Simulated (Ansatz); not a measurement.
`NC(O)O[SiH3]` + H₂S → `NC(S)O[SiH3]` + H₂O  (substitution at a C–O bond)

Computed with Ansatz on PBE0-D4/def2-TZVP structures; ΔE is electronic, products minus reactants. CBS: MP2 limit from def2 TZ/QZ plus the TZ coupled-cluster correction, frozen cores. This one scheme is used for every species. Functionals use def2-TZVPP. B3LYP here is the variant with VWN-RPA as its local correlation; programs differ in this. Each species was taken in one conformer, which may not be the lowest.

(1) Is it downhill or uphill in electronic energy at CCSD(T)/CBS, and by how much? (An estimate is asked.)

(2) What do these levels give: B3LYP-D4, PBE, PBE0, MP2/def2-TZVPP, CCSD(T)/def2-TZVPP, MP2/CBS(def2)? (An estimate is asked.)

Largest T1 diagnostic among the species: 0.012.

## Answers

(1) The calculation gave: Uphill: ΔE = +1.5 kcal/mol.

(2) Computed: B3LYP-D4 2.5, PBE 2.2, PBE0 3.1, MP2/def2-TZVPP 1.3, CCSD(T)/def2-TZVPP 3.2, MP2/CBS(def2) -0.4 kcal/mol.

In def2-TZVPP, CCSD(T) changes the Hartree–Fock value by −5.0 kcal/mol (the triples alone add −0.9 kcal/mol) and MP2 by −6.9 kcal/mol. From PBE to PBE0 (25 % exact exchange), in def2-TZVPP and without D4, ΔE moves by +0.8 kcal/mol. The D4 term adds −1.9 kcal/mol with B3LYP and −1.0 kcal/mol with PBE0; it sums over pairs of atoms, weighted by their polarisabilities, and B3LYP, whose exchange is more repulsive, gets the larger term.
